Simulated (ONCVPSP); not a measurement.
## Reading a pseudo-wave (S (Z = 16))

Columns: radius, all-electron u(r) and pseudo u(r) of the 3s shell (level -17.26 eV) of sulfur in the configuration [Ne] 3s2 3p4; PBE, scalar-relativistic, ONCV scheme, ONCVPSP 4.0.1.

```json
{"r (bohr)": "0.075", "all-electron": "0.1819", "pseudo": "0.0193"}
{"r (bohr)": "0.150", "all-electron": "-0.0797", "pseudo": "0.0400"}
{"r (bohr)": "0.225", "all-electron": "-0.3049", "pseudo": "0.0642"}
{"r (bohr)": "0.300", "all-electron": "-0.4017", "pseudo": "0.0946"}
{"r (bohr)": "0.375", "all-electron": "-0.3847", "pseudo": "0.1332"}
{"r (bohr)": "0.450", "all-electron": "-0.2911", "pseudo": "0.1808"}
{"r (bohr)": "0.525", "all-electron": "-0.1545", "pseudo": "0.2363"}
{"r (bohr)": "0.600", "all-electron": "-0.0005", "pseudo": "0.2978"}
{"r (bohr)": "0.675", "all-electron": "0.1541", "pseudo": "0.3636"}
{"r (bohr)": "0.750", "all-electron": "0.2988", "pseudo": "0.4328"}
{"r (bohr)": "0.825", "all-electron": "0.4276", "pseudo": "0.5044"}
{"r (bohr)": "0.900", "all-electron": "0.5381", "pseudo": "0.5765"}
{"r (bohr)": "0.975", "all-electron": "0.6296", "pseudo": "0.6459"}
{"r (bohr)": "1.050", "all-electron": "0.7029", "pseudo": "0.7085"}
{"r (bohr)": "1.125", "all-electron": "0.7590", "pseudo": "0.7604"}
{"r (bohr)": "1.200", "all-electron": "0.7992", "pseudo": "0.7994"}
{"r (bohr)": "1.275", "all-electron": "0.8252", "pseudo": "0.8252"}
{"r (bohr)": "1.350", "all-electron": "0.8389", "pseudo": "0.8389"}
{"r (bohr)": "1.425", "all-electron": "0.8420", "pseudo": "0.8420"}
{"r (bohr)": "1.500", "all-electron": "0.8364", "pseudo": "0.8363"}
{"r (bohr)": "1.575", "all-electron": "0.8235", "pseudo": "0.8234"}
{"r (bohr)": "1.650", "all-electron": "0.8047", "pseudo": "0.8047"}
{"r (bohr)": "1.725", "all-electron": "0.7815", "pseudo": "0.7815"}
{"r (bohr)": "1.800", "all-electron": "0.7548", "pseudo": "0.7547"}
{"r (bohr)": "1.875", "all-electron": "0.7255", "pseudo": "0.7255"}
{"r (bohr)": "1.950", "all-electron": "0.6945", "pseudo": "0.6945"}
```

**Question.** How many radial nodes do the two functions have?

**Answer.** The all-electron 3s function has n − l − 1 = 2; the pseudo-wave has 0, since the states of the same l below it are removed with the core.

**Question.** At about which radius was the pseudo-wave matched?

**Answer.** 1.50 bohr. The columns agree to 0.0005 from 1.20 bohr on; several derivatives are matched, so the curves merge somewhat inside the radius.

**Question.** Where does each function peak?

**Answer.** Outermost all-electron maximum near 1.43 bohr, pseudo maximum near 1.43 bohr (to the table’s step).

**Question.** Is the pseudo-wave norm-conserving?

**Answer.** Yes: the ONCV scheme keeps the norm inside the radius equal to the all-electron one, which fixes the energy derivative of the logarithmic derivative at the level.
